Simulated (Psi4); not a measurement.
Torsional profile of C₈H₁₁N, SMILES CCc1ccccc1N. Scanned: dihedral C1–C2–C3–C4; all other coordinates were relaxed at GFN2-xTB. Points at φ and −φ are mirror images.

Geometry of the scan point at -90° (Å):
```
20

C      2.4372     0.0428    -0.4168
C      1.5524     0.1060     0.8293
C      0.1042     0.2589     0.4485
C     -0.4282     1.5308     0.3013
C     -1.7380     1.7323    -0.0949
C     -2.5412     0.6368    -0.3597
C     -2.0291    -0.6379    -0.2325
C     -0.7053    -0.8488     0.1558
N     -0.2067    -2.1405     0.1689
H      2.3213     0.9516    -1.0023
H      2.1527    -0.8026    -1.0393
H      3.4842    -0.0624    -0.1396
H      1.7102    -0.7890     1.4369
H      1.8531     0.9650     1.4342
H      0.2008     2.3840     0.5152
H     -2.1275     2.7340    -0.1960
H     -3.5681     0.7742    -0.6656
H     -2.6516    -1.4964    -0.4457
H     -0.9025    -2.8675     0.2256
H      0.6017    -2.3060     0.7461
```

Level of theory: PBE-D3(BJ)/def2-SVP // GFN2-xTB run with Psi4 1.11.

Scanned values (°): -165, -150, -135, -120, -105, -90, -75, -60, -45, -30, -15, 0, 15, 30, 45, 60, 75, 90, 105, 120, 135, 150, 165, 180.

Q: Describe the profile: where are the wells and the tops?

A: Lower than their neighbours: -105° (0.0 kcal/mol), 0° (0.3 kcal/mol), 105° (0.0 kcal/mol). Higher than their neighbours: -60° (2.2 kcal/mol), 60° (2.2 kcal/mol), 180° (5.9 kcal/mol). The whole profile spans 5.9 kcal/mol.
